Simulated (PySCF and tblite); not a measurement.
## Conformers and averaged properties: C₇H₇FO, numbered as in [CH3:1][O:2][c:3]1[cH:4][cH:5][cH:6][c:7]([F:8])[cH:9]1

The ensemble was built from 90 distance-geometry starts (ETKDG and KDG, MMFF94s, GFN2-xTB) and rests on PBE0-D3(BJ)/def2-SVP geometries. Weights use PBE0-D3(BJ)/def2-SVPD (IEF-PCM, chloroform) energies plus GFN2-xTB zero-point and thermal terms (modes under about 100 cm⁻¹ blended into free rotors). Symmetry numbers and mirror images are counted. Conformers within 3 kcal/mol (GFN2-xTB free energy) were kept, 8 at most. GIAO shieldings: WP04/pcSseg-1 (IEF-PCM, chloroform). Couplings: B3LYP/pcSseg-1 with pcJ-1 on H, F (gas phase; spin-dipole term only for pairs with B, N, F, Si or P). Couplings are for ¹⁹F, ¹H. Shifts are against TMS (¹H), TMS (¹³C), CFCl3 (¹⁹F) at the same level. (PySCF 2.14, tblite 0.8.)

Torsions listed: C1–O2–C3–C4.

| conformer | shape | symmetry | E(GFN2) kcal/mol | E(DFT) kcal/mol | G(298.15 K) kcal/mol | weight % | dipole D |
| --- | --- | --- | --- | --- | --- | --- | --- |
| 1 | -179° | Cs | 0.00 | 0.00 | 0.00 | 54.6 | 1.63 |
| 2 | 0° | Cs | 0.33 | 0.08 | 0.11 | 45.4 | 3.48 |

Weights (%) against temperature:

| T (K) | 1 | 2 | S(mix) cal/mol/K |
| --- | --- | --- | --- |
| 180 | 56.4 | 43.6 | 1.36 |
| 230 | 55.4 | 44.6 | 1.37 |
| 298.15 | 54.6 | 45.4 | 1.37 |
| 330 | 54.4 | 45.6 | 1.37 |
| 400 | 54.0 | 46.0 | 1.37 |

Averaged shifts at 298.15 K. ¹H: 7.17 (H5, 1H), 6.63 (H6, 1H), 6.59 (H4, 1H), 6.48 (H9, 1H), 3.71 (H1, 3H) ppm. ¹³C: 172.9 (C7), 167.8 (C3), 136.3 (C5), 116.0 (C4), 113.3 (C6), 106.9 (C9), 57.2 (C1) ppm. ¹⁹F: -117.1 (F8) ppm.

Averaged couplings (Hz): ⁵J(H4,F8) -0.9, ⁴J(H5,F8) 6.0, ³J(H6,F8) 8.5, ³J(F8,H9) 11.3, ²J(H1,H1) -11.7, ³J(H4,H5) 9.3, ⁴J(H4,H9) 2.1, ³J(H5,H6) 9.2, ⁴J(H6,H9) 2.1. Computed couplings to fluorine can be off by tens of per cent at such levels.

Coordinates of conformer 1 (Å):

```xyz
16

C     2.678    0.070   -0.185
O     1.597    0.958   -0.240
C     0.348    0.467   -0.144
C    -0.698    1.399   -0.227
C    -2.014    0.970   -0.134
C    -2.326   -0.381    0.043
C    -1.275   -1.281    0.120
F    -1.535   -2.578    0.288
C     0.058   -0.890    0.030
H     3.588    0.675   -0.284
H     2.713   -0.474    0.776
H     2.645   -0.665   -1.009
H    -0.445    2.451   -0.364
H    -2.822    1.702   -0.200
H    -3.353   -0.737    0.119
H     0.829   -1.656    0.100
```

Coordinates of conformer 2 (Å):

```xyz
16

C    -2.686   -0.090    0.203
O    -1.613   -0.931   -0.114
C    -0.366   -0.423   -0.118
C    -0.056    0.911    0.177
C     1.276    1.326    0.142
C     2.304    0.448   -0.180
C     1.966   -0.872   -0.470
F     2.932   -1.734   -0.782
C     0.657   -1.323   -0.445
H    -2.595    0.327    1.221
H    -2.780    0.743   -0.516
H    -3.593   -0.706    0.152
H    -0.837    1.626    0.432
H     1.513    2.368    0.373
H     3.349    0.759   -0.211
H     0.419   -2.361   -0.675
```

Unscaled ¹⁹F shifts at such levels can be off by tens of ppm; differences between conformers or isomers are more reliable. Shifts are unscaled: against experiment ¹³C can be off by 15 ppm or more and ¹H by 0.8 ppm.

Search and properties took 3.2 min on 1 thread of Arm Neoverse V1, shared host (rough), launched as `OMP_NUM_THREADS=1 python ens_run.py task.json out`.
